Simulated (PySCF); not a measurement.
**Vibration and rotation of SrN**

UHF-CCSD(T) constants of SrN, ⁴Σ⁻ (quartet), unpaired electrons σ ↑, π ↑↑ (basis Sr def2-SVPD with ECP28, N def2-SVPD; scalar-relativistic core potentials; PySCF 2.14; masses 87.9056 and 14.0031 u):

| Item | Value |
| --- | --- |
| ωe | 391.3 cm⁻¹ |
| ωexe | 3.79 cm⁻¹ |
| Be | 0.23416 cm⁻¹ |
| αe | 0.00231 cm⁻¹ |
| De to Sr + N | 0.73 eV |

**Question.** What force constant and bond length do these constants imply?

**Answer.** Reduced mass μred = 12.079 u; k = 5.8918×10⁻⁷·μred·ωe² (u, cm⁻¹, mdyn/Å) = 1.09 mdyn/Å; Re = √(16.8576/(μred·Be)) (u, cm⁻¹, Å) = 2.441 Å.

**Question.** Estimate the centrifugal constant D from the Kratzer relation and find the Dunham coefficient a1.

**Answer.** D = 4Be³/ωe² = 3.35e-07 cm⁻¹; a1 = −1 − αeωe/(6Be²) = -3.75.

Correlated steps freeze 1 core orbital. Correlated levels converge slowly with the basis: in double zeta they bind strong bonds too weakly, by up to about 1 eV, and carry superposition errors of some tenths. Spin–orbit coupling is left out. The state is the lowest determinant that a PBE0 search found; another state may lie lower at other levels.
